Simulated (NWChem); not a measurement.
Program: NWChem. System: SeSn, charge -1, spin multiplicity 2, at the geometry of a parent with another charge or spin, in a state set for the comparison that need not be this species' ground state. Its SCF solution wasn't tested for a lower state. Level: UMP2/def2-TZVPD with def2 effective core potentials on Sn, 13 core orbitals frozen.

Job file:

```
start mol
memory heap 200 mb stack 900 mb global 1100 mb
charge -1
geometry units angstroms nocenter noautoz
  Sn     0.000000     0.000000     0.959386
  Se     0.000000     0.000000    -1.410862
  symmetry group C2v
end
basis spherical
  * library def2-tzvpd
end
ecp
  Sn library def2-ecp
end
scf
  uhf
  nopen 1
  maxiter 100
  thresh 1e-7
  semidirect memsize 60000000 filesize 0
  # guess.movecs holds the orbitals of an unrestricted PBE0 run
  vectors input guess.movecs output mol.movecs
end
mp2
  freeze core 13
end
task mp2 energy
```

Part of the output:

```
             Northwest Computational Chemistry Package (NWChem) 7.3.0
             --------------------------------------------------------

                                NWChem Input Module
                                -------------------

 Scaling coordinates for geometry "geometry" by  1.889725989
 (inverse scale =  0.529177249)

 Turning off AUTOSYM since
 SYMMETRY directive was detected!

                             Geometry "geometry" -> ""
                             -------------------------

 Output coordinates in angstroms (scale by  1.889725989 to convert to a.u.)

  No.       Tag          Charge          X              Y              Z
 ---- ---------------- ---------- -------------- -------------- --------------
    1 Sn                  50.0000     0.00000000     0.00000000     0.95938600
    2 Se                  34.0000     0.00000000     0.00000000    -1.41086200

 Effective nuclear repulsion energy (a.u.)     379.5389019628

            Nuclear Dipole moment (a.u.)
            ----------------------------
        X                 Y               Z
 ---------------- ---------------- ----------------
     0.0000000000     0.0000000000    -0.0000151178

      Symmetry information
      --------------------

 Group name             C2v
 Group number             16
 Group order               4
 No. of unique centers     2

      Symmetry unique atoms

     1    2


 Summary of "ao basis" -> "" (spherical)
 ------------------------------------------------------------------------------
       Tag                 Description            Shells   Functions and Types
 ---------------- ------------------------------  ------  ---------------------
 *                         def2-tzvpd                 on all atoms

 Summary of "ao basis" -> "ao basis" (spherical)
 ------------------------------------------------------------------------------
       Tag                 Description            Shells   Functions and Types
 ---------------- ------------------------------  ------  ---------------------
 Sn                        def2-tzvpd               18       56   7s5p4d2f
 Se                        def2-tzvpd               19       57   7s6p5d1f

                                 NWChem SCF Module
                                 -----------------

  ao basis        = "ao basis"
  functions       =   113
  atoms           =     2
  alpha electrons =    29
  beta  electrons =    28
  charge          =  -1.00
  wavefunction    = UHF
  use symmetry    = T
  symmetry adapt  = T

 Summary of "ao basis" -> "ao basis" (spherical)
 ------------------------------------------------------------------------------
       Tag                 Description            Shells   Functions and Types
 ---------------- ------------------------------  ------  ---------------------
 Sn                        def2-tzvpd               18       56   7s5p4d2f
 Se                        def2-tzvpd               19       57   7s6p5d1f

      Symmetry analysis of basis
      --------------------------

        a1         49
        a2         12
        b1         26
        b2         26

 Forming initial guess at       0.2s

   Symmetry analysis of molecular orbitals - initial alpha
   -------------------------------------------------------

  Numbering of irreducible representations:

     1 a1          2 a2          3 b1          4 b2

  Orbital symmetries:

     1 a1          2 a1          3 b2          4 a1          5 b1
     6 a1          7 a1          8 b2          9 b1         10 a1
[...]
    1 Sn  22    11.54   0.14 -0.38  0.77  0.47  0.49  0.39  0.03 -0.20  3.18  0.35  0.73  0.46  4.46  0.53  0.07  0.04  0.01  0.00
    2 Se  34    17.46   1.00  1.00  0.58  0.39  0.47  0.51  0.05  3.00  2.97  0.49  1.20  0.74  0.05  4.48  0.52 -0.00  0.02  0.00  0.00

   Mulliken analysis of the beta density
   -------------------------------------

    Atom       Charge   Shell Charges
 -----------   ------   -------------------------------------------------------
    1 Sn  22    10.55   0.14 -0.38  0.77  0.47  0.50  0.37  0.06 -0.20  3.18  0.19  0.30  0.09  4.48  0.51  0.05  0.00  0.01  0.00
    2 Se  34    17.45   1.00  1.00  0.58  0.39  0.46  0.51  0.04  3.00  2.97  0.47  1.17  0.77  0.07  4.48  0.52 -0.00  0.02 -0.00  0.00

   Mulliken analysis of the spin density
   -------------------------------------

    Atom       Charge   Shell Charges
 -----------   ------   -------------------------------------------------------
    1 Sn  22     0.99  -0.00  0.00 -0.00 -0.00 -0.01  0.02 -0.03 -0.00  0.01  0.16  0.43  0.37 -0.02  0.01  0.02  0.03 -0.00 -0.00
    2 Se  34     0.01  -0.00  0.00  0.00 -0.00  0.00 -0.00  0.01  0.00  0.00  0.02  0.03 -0.03 -0.02 -0.00  0.00  0.00 -0.00  0.00  0.00

       Multipole analysis of the density wrt the origin
       ------------------------------------------------

     L   x y z        total         alpha         beta         nuclear
     -   - - -        -----         -----         ----         -------
     0   0 0 0     -1.000000    -29.000000    -28.000000     56.000000

     1   1 0 0      0.000000      0.000000      0.000000      0.000000
     1   0 1 0     -0.000000     -0.000000     -0.000000      0.000000
     1   0 0 1      0.894596     24.854134     26.803823    -50.763362

     2   2 0 0    -41.662403    -25.273363    -16.389040      0.000000
     2   1 1 0      0.000000      0.000000      0.000000      0.000000
     2   1 0 1      0.000000      0.000000     -0.000000      0.000000
     2   0 2 0    -36.416492    -19.535411    -16.881081      0.000000
     2   0 1 1     -0.000000     -0.000000     -0.000000      0.000000
     2   0 0 2    -48.166690   -185.268747   -176.892153    313.994210

                   NWChem MP2 Semi-direct Energy/Gradient Module
                   ---------------------------------------------

  Basis functions       =    113
  Molecular orbitals    =    113
  Frozen core           =     13
  Frozen virtuals       =      0
  Active alpha occupied =     16
  Active beta occupied  =     15
  Active alpha virtual  =     84
  Active beta virtual   =     85
  Use MO symmetry       = T
  Use skeleton AO sym   = T

  AO/Fock/Back tols     =   1.0D-09  1.0D-09  1.0D-09

 GA uses MA = F    GA memory limited = T

 Available:
  local mem=  1.26D+08
 global mem=  1.44D+08
 local disk=  0.00D+00
  mp2_memr nvloc                    84
  nvloc new                    84
   1 passes of  16:        5242880                      93221                  29084562.
   1 passes of  16: M    126137490           G      144153662           F     120894610.

 Semi-direct pass number   1 of   1  for UHF alpha       at       10.4s
  vrange nnbf                  6360
  mp2_eaftype                   110  avail_ma_in_mb                  1099
 EAF : mp2_eaftype filesize         110   14542281.
  mp2_eaf for mointskh                    110
Node 0 wrote     68.4 Mb in      0.0 s     Agg I/O rate:  1404.1 Mb/s
 Done moints_semi at       27.7s
  mp2_eaftype                   110  avail_ma_in_mb                   989
 EAF : mp2_eaftype filesize         110   14542281.
  mp2_eaf for kh                   110
 Done maket at       28.2s
 Done multipass loop at       28.2s

 GA uses MA = F    GA memory limited = T

 Available:
  local mem=  1.26D+08
 global mem=  1.44D+08
 local disk=  0.00D+00
  mp2_memr nvloc                    85
  nvloc new                    85
   1 passes of  15:        5242880                      89773                  27592506.
   1 passes of  15: M    126137490           G      144153662           F     120894610.

 Semi-direct pass number   1 of   1  for UHF beta        at       28.3s
  vrange nnbf                  6360
  mp2_eaftype                   105  avail_ma_in_mb                  1099
 EAF : mp2_eaftype filesize         105   13796253.
  mp2_eaf for mointskh                    105
Node 0 wrote     64.9 Mb in      0.0 s     Agg I/O rate:  1539.4 Mb/s
 Done moints_semi at       44.9s
  mp2_eaftype                   105  avail_ma_in_mb                   994
 EAF : mp2_eaftype filesize         105   13796253.
  mp2_eaf for kh                   105
 Done maket at       45.4s
 Done multipass loop at       45.4s

          -------------------------------------------
          SCF energy               -2613.278199990017
          Correlation energy          -0.568335238686
          Singlet pairs                0.000000000000
          Triplet pairs                0.000000000000
          Total MP2 energy         -2613.846535228703
          -------------------------------------------

          ---------------------------------------------------
                    Spin Component Scaled (SCS) MP2
          Same spin pairs                     -0.191365625637
          Same spin scaling factor             0.333333333333
          Opposite spin pairs                 -0.376969613049
          Opposite spin scaling fact.          1.200000000000
          SCS-MP2 correlation energy          -0.516152077538
          Total SCS-MP2 energy             -2613.794352067554
          ---------------------------------------------------

 -----------------------
 Performance information
 -----------------------

 Timer overhead =  2.47D-07 seconds/call

               Nr. of calls         CPU time (s)                 Wall time (s)                GFlops
             ---------------    -------------------     ------------------------------   -------------------
Name         Min   Avg   Max    Min     Avg     Max     Min     Avg     Max   Mx/calls   Min     Max     Sum
mp2: moin     2     2     2    34.     34.     34.      34.     34.     34.     17.      0.0     0.0     0.0
mp2: make     2     2     2   0.98    0.98    0.98     0.98    0.98    0.98    0.49      0.0     0.0     0.0
mp2: tota     1     1     1    35.     35.     35.      35.     35.     35.     35.      0.0     0.0     0.0

 The average no. of pstat calls per process was 5.00D+00
 with a timing overhead of 1.23D-06s

 Task  times  cpu:       45.4s     wall:       45.4s

 Total times  cpu:       45.4s     wall:       45.4s
```
